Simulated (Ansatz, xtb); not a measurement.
**Two isomers of GeH5OSi**

We compare X, `[SiH2][O][GeH3]`, a doublet, with Y, `O[SiH2][GeH2]`, a doublet. Both are isolated molecules in the gas phase, relaxed with PBE0-D3(BJ)/def2-SVP; the shapes shown needn't be the lowest conformers.

X (Å):

```xyz
8

Ge   -0.4006   -0.0195   -0.0705
O    -0.2321    1.6933   -0.5347
Si   -1.1063    3.0822   -0.2878
H    -0.4693    4.1770   -1.0875
H    -2.5363    2.9013   -0.7230
H    -1.7899   -0.5119   -0.5168
H     0.7244   -0.7582   -0.8054
H    -0.2464   -0.1268    1.4568
```

Y (Å):

```xyz
8

Ge    0.2515    0.1111    0.2568
O    -1.3309    2.9423    0.3721
Si   -1.1134    1.7470   -0.7744
H    -1.9616    3.6346    0.1519
H    -0.4096    2.2495   -1.9976
H    -2.4367    1.1928   -1.2165
H     0.8741   -0.8940   -0.7373
H    -0.4081   -0.6608    1.4194
```

Quicker runs give these differences E(Y) − E(X): GFN2-xTB −2.4 kcal/mol; HF/STO-3G +14.0 kcal/mol (at GFN2-xTB geometries); r2SCAN-D4/def2-SVP +0.8 kcal/mol (at GFN2-xTB geometries).

Question: Estimate E(Y) − E(X) at the level CCSD(T)/def2-SVP + ΔMP2/def2-TZVPP.

Answer: Not settled: CCSD(T)/def2-SVP + ΔMP2/def2-TZVPP gives E(Y) − E(X) = −3.2 kcal/mol, but this leans on the basis-set step: CCSD(T) alone gives −0.4 kcal/mol.

Level by level:

| level | geometry | E(Y) − E(X) (kcal/mol) | departure from the last row (kcal/mol) | job, with rough time for the two |
| --- | --- | --- | --- | --- |
| GFN2-xTB | GFN2-xTB | −2.4 | +0.8 | optimisation, 0.2 s |
| HF/STO-3G | GFN2-xTB | +14.0 | +17.2 | single point, 0.72 s |
| r2SCAN-D4/def2-SVP | GFN2-xTB | +0.8 | +4.1 | single point, 5.3 s |
| PBE0-D3(BJ)/def2-SVP | PBE0-D3(BJ)/def2-SVP | −4.3 | −1.0 | optimisation, 96 s |
| HF/def2-SVP | PBE0-D3(BJ)/def2-SVP | +1.2 | +4.4 | part of the CCSD(T) run |
| MP2/def2-SVP | PBE0-D3(BJ)/def2-SVP | +0.5 | +3.7 | part of the CCSD(T) run |
| CCSD(T)/def2-SVP | PBE0-D3(BJ)/def2-SVP | −0.4 | +2.8 | single point |
| CCSD(T)/def2-SVP + ΔMP2/def2-TZVPP | PBE0-D3(BJ)/def2-SVP | −3.2 |  | single point, 37 s |

As drawn, Y has 1 Ge–Si, 1 O–H in place of 1 Ge–O, 1 Ge–H.

HF/STO-3G, r2SCAN-D4/def2-SVP, HF/def2-SVP, MP2/def2-SVP put the two in the other order. CCSD(T)/def2-SVP finds them nearly level. The largest departure from CCSD(T)/def2-SVP + ΔMP2/def2-TZVPP is that of HF/STO-3G, 17.2 kcal/mol. The last row adds to CCSD(T) the change of the MP2 difference between the two basis sets, here −2.8 kcal/mol.

With harmonic frequencies from PBE0-D3(BJ)/def2-SVP (ideal gas, rigid rotor, one conformer each, 298.15 K, 1 atm): on the last row, ΔE + ΔZPE = −2.0 kcal/mol. A mode under 50 cm⁻¹ makes harmonic enthalpies and free energies unreliable, so none is given.

Open shells are spin-unrestricted. The correlated steps freeze 15 core orbitals; the filled d shell of Ge is correlated, in a basis made for valence electrons. Programs: Ansatz 0.2.0, xtb 6.7.1; the last row on 2 threads of Intel(R) Xeon(R) Platinum 8259CL CPU @ 2.50GHz (Skylake/Cascade Lake) on a shared host.
